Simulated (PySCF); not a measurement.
Consider propyl sulfide, `CCCSCCC` (C6H14S). Atom numbers as in the mapped SMILES `[CH3:1][CH2:2][CH2:3][S:4][CH2:5][CH2:6][CH3:7]`.

Level of theory: ωB97X-D3(BJ)/ma-def2-TZVP single points in PySCF, grid level 2; every species was optimised with PBE0-D3(BJ)/def2-SVP. ωB97X-D3(BJ) is ωB97X-V with D3(BJ) in place of VV10. Thermal corrections: GFN2-xTB frequencies, unscaled, ideal gas at 298.15 K and 1 bar, quasi-RRHO entropy. These were taken at the GFN2-xTB minima.

Question: What are the vertical and the adiabatic ionisation energy for forming the radical cation?

Answer: 8.40 eV vertical and 8.22 eV adiabatic, the latter with zero-point energy.

Question: Where does the unpaired spin of the relaxed radical cation sit?

Answer: S4 (sulfide sulfur) 0.91 (intrinsic atomic orbital populations).

Question: What oxidation potential follows in DMSO (IEF-PCM), given that Fc+/Fc comes at 4.53 V absolute with this functional and basis?

Answer: In the gas phase ΔG of oxidation is 8.196 eV, and solvation is -14.8 kJ/mol for the parent and -224.3 kJ/mol for the product, so the absolute potential is 6.03 V, or 1.49 V against Fc+/Fc. Fc+/Fc in DMSO, 4.53 V, is ωB97X-D3(BJ)/ma-def2-TZVP on PBE0-D3(BJ)/def2-SVP structures with GFN2-xTB thermal terms. Benchmark calculations put it near 5.0 V in acetonitrile and DMSO, so it is about 0.5 V low, and the value against it can read up to that much too high. The solvent is electrostatics only, on gas-phase structures; the absolute scale refers to an electron at rest in vacuum.

Question: How far is −ε(HOMO) from the vertical value by ΔSCF?

Answer: −ε(HOMO) = 8.65 eV, which is 0.26 eV above the ΔSCF value.

Differences come from unrounded values, so a last digit can differ from that of the printed terms.
